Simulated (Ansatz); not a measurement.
Ansatz (a first-principles code) input (B3LYP/3-21G): The .json file is the Basis Set Exchange's 3-21G.

Ansatz 0.2 input:
```yaml
crystal:
  periodic: [false, false, false]
  atoms:
    - {symbol: C, position_ang: [3.78624000, -0.15644800, 0.03592500]}
    - {symbol: C, position_ang: [2.49301400, 0.48544000, 0.38373600]}
    - {symbol: C, position_ang: [1.19825400, -0.18143100, 0.07760600]}
    - {symbol: C, position_ang: [-0.02170500, 0.72821300, 0.24489800]}
    - {symbol: Ge, position_ang: [-1.72982800, -0.16761700, -0.16094700]}
    - {symbol: H, position_ang: [3.78780500, -0.52220700, -0.99679200]}
    - {symbol: H, position_ang: [4.62757400, 0.52727200, 0.15572600]}
    - {symbol: H, position_ang: [3.99177900, -1.03459200, 0.66832700]}
    - {symbol: H, position_ang: [2.48729000, 1.33970400, 1.05072200]}
    - {symbol: H, position_ang: [1.07692600, -1.07135900, 0.71910800]}
    - {symbol: H, position_ang: [1.23046100, -0.58234500, -0.94423000]}
    - {symbol: H, position_ang: [0.06625100, 1.60054200, -0.40636300]}
    - {symbol: H, position_ang: [-0.07584700, 1.10338000, 1.26970400]}
    - {symbol: H, position_ang: [-1.93159000, -1.37598800, 0.77549800]}
    - {symbol: H, position_ang: [-2.91314100, 0.80201900, 0.02181000]}
    - {symbol: H, position_ang: [-1.72781700, -0.67732100, -1.61619200]}
basis:
  gaussian:
    orbitals: 3-21G.json
hamiltonian:
  xc: {name: B3LYP}
magnetization: {spin_polarized: true, initial_magnetization: 1}
output: {forces: true}
```

Output:

```
Functional definition: B3LYP
integrals: 0.04 GiB planned
932 factors; integrals over basis functions are off by at most 9.9e-4 eV
mean field: 0.63 GiB planned
mean field evaluation 1: about -60542.7426 eV, gradient 3.6e1 eV
mean field evaluation 2: about -60540.3130 eV, gradient 4.0e1 eV
mean field evaluation 4: about -60548.9554 eV, gradient 1.7e0 eV
mean field evaluation 8: about -60548.9785 eV, gradient 7.2e-2 eV
mean field evaluation 16: about -60548.9786 eV, gradient 1.9e-5 eV
mean field -60548.97855951 eV, -2225.1339204904 hartree, gradient 2.0e-5 eV, S^2 0.753826; 0 other end points of the search recorded, 0 dependent functions left out
the calculation of the forces begins
reference -60548.97884496 eV, -2225.1339309802 hartree; 34, 33 occupied and 47, 48 virtual orbitals, 932 factors
Total energy: -60548.97884496 eV, -2225.1339309802 hartree
Atom 0 at     3.786240    -0.156448     0.035925 Å, force     0.232260    -0.166532    -0.057936 eV/Å
Atom 1 at     2.493014     0.485440     0.383736 Å, force    -0.037084     0.371252     0.110832 eV/Å
Atom 2 at     1.198254    -0.181431     0.077606 Å, force     0.032873    -0.345206    -0.082163 eV/Å
Atom 3 at    -0.021705     0.728213     0.244898 Å, force    -0.655649    -0.100720    -0.098958 eV/Å
Atom 4 at    -1.729828    -0.167617    -0.160947 Å, force     0.307474     0.158108     0.072538 eV/Å
Atom 5 at     3.787805    -0.522207    -0.996792 Å, force    -0.017356    -0.027873    -0.154845 eV/Å
Atom 6 at     4.627574     0.527272     0.155726 Å, force     0.107354     0.111835     0.012998 eV/Å
Atom 7 at     3.991779    -1.034592     0.668327 Å, force     0.022726    -0.114371     0.104684 eV/Å
Atom 8 at     2.487290     1.339704     1.050722 Å, force    -0.005617     0.082279     0.075678 eV/Å
Atom 9 at     1.076926    -1.071359     0.719108 Å, force    -0.048448    -0.094209     0.120238 eV/Å
Atom 10 at     1.230461    -0.582345    -0.944230 Å, force    -0.010279    -0.007712    -0.158155 eV/Å
Atom 11 at     0.066251     1.600542    -0.406363 Å, force     0.078542     0.107247    -0.073512 eV/Å
Atom 12 at    -0.075847     1.103380     1.269704 Å, force     0.055985     0.047836     0.139584 eV/Å
Atom 13 at    -1.931590    -1.375988     0.775498 Å, force     0.000610    -0.080156     0.074988 eV/Å
Atom 14 at    -2.913141     0.802019     0.021810 Å, force    -0.079318     0.085540     0.017776 eV/Å
Atom 15 at    -1.727817    -0.677321    -1.616192 Å, force     0.015927    -0.027317    -0.103748 eV/Å
Dipole moment:     0.153208     0.034740     0.049490 e Å
```

The geometry given is a B3LYP-D3(BJ)/def2-TZVP minimum.
